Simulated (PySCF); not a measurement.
Isomers of C4H14Si2.

All values: PBE0/pcSseg-1 (PySCF) at GFN2-xTB geometries, gas phase, one conformer each.

Question: Rank by HOMO–LUMO gap, lowest first.
A. `[CH3:1][CH2:2][Si@H:3]([CH3:4])[CH2:5][SiH3:6]` with C1–C2–Si3–C4 180°, C2–Si3–C5–Si6 177°
B. `[CH3:1][SiH2:2][SiH2:3][CH:4]([CH3:5])[CH3:6]` with C1–Si2–Si3–C4 59°, Si2–Si3–C4–C5 180°
C. `[CH3:1][CH:2]([CH3:3])[SiH2:4][CH2:5][SiH3:6]` with C1–C2–Si4–C5 62°, C2–Si4–C5–Si6 180°

Answer: B (8.05 eV), C (8.48 eV), A (8.78 eV).

Question: Rank by the lowest IAO charge on any atom, lowest value first.
A. `[CH3:1][SiH2:2][SiH2:3][CH:4]([CH3:5])[CH3:6]` with C1–Si2–Si3–C4 59°, Si2–Si3–C4–C5 180°
B. `[CH3:1][CH2:2][C@H:3]([SiH3:4])[SiH2:5][CH3:6]` with C1–C2–C3–Si4 -171°, C2–C3–Si5–C6 50°
C. `[CH3:1][CH:2]([CH3:3])[SiH2:4][CH2:5][SiH3:6]` with C1–C2–Si4–C5 62°, C2–Si4–C5–Si6 180°

Answer: C (-0.823 e), B (-0.716 e), A (-0.700 e).

Question: Rank by LUMO energy, lowest first.
A. `[CH3:1][CH:2]([CH3:3])[SiH2:4][CH2:5][SiH3:6]` with C1–C2–Si4–C5 62°, C2–Si4–C5–Si6 180°
B. `[CH3:1][CH2:2][Si@H:3]([CH3:4])[CH2:5][SiH3:6]` with C1–C2–Si3–C4 180°, C2–Si3–C5–Si6 177°
C. `[CH3:1][SiH2:2][SiH2:3][CH:4]([CH3:5])[CH3:6]` with C1–Si2–Si3–C4 59°, Si2–Si3–C4–C5 180°

Answer: C (0.21 eV), A (0.61 eV), B (0.82 eV).

All values together:

```tsv
SMILES	μ (D)	HOMO (eV)	LUMO (eV)	lowest IAO charge (e)	highest IAO charge (e)	lowest Hirshfeld charge (e)	highest Hirshfeld charge (e)
CC[Si@H](C)C[SiH3]	0.93	-7.96	0.82	-0.825 (C)	+0.917 (Si)	-0.248 (C)	+0.373 (Si)
CC[C@H]([SiH3])[SiH2]C	0.84	-8.03	0.71	-0.716 (C)	+0.744 (Si)	-0.212 (C)	+0.335 (Si)
C[SiH2][SiH2]C(C)C	0.98	-7.84	0.21	-0.700 (C)	+0.454 (Si)	-0.210 (C)	+0.248 (Si)
CC(C)[SiH2]C[SiH3]	1.05	-7.88	0.61	-0.823 (C)	+0.745 (Si)	-0.245 (C)	+0.334 (Si)
```

Conformers: `[CH3:1][CH2:2][Si@H:3]([CH3:4])[CH2:5][SiH3:6]` with C1–C2–Si3–C4 180°, C2–Si3–C5–Si6 177°; `[CH3:1][CH2:2][C@H:3]([SiH3:4])[SiH2:5][CH3:6]` with C1–C2–C3–Si4 -171°, C2–C3–Si5–C6 50°; `[CH3:1][SiH2:2][SiH2:3][CH:4]([CH3:5])[CH3:6]` with C1–Si2–Si3–C4 59°, Si2–Si3–C4–C5 180°; `[CH3:1][CH:2]([CH3:3])[SiH2:4][CH2:5][SiH3:6]` with C1–C2–Si4–C5 62°, C2–Si4–C5–Si6 180°.
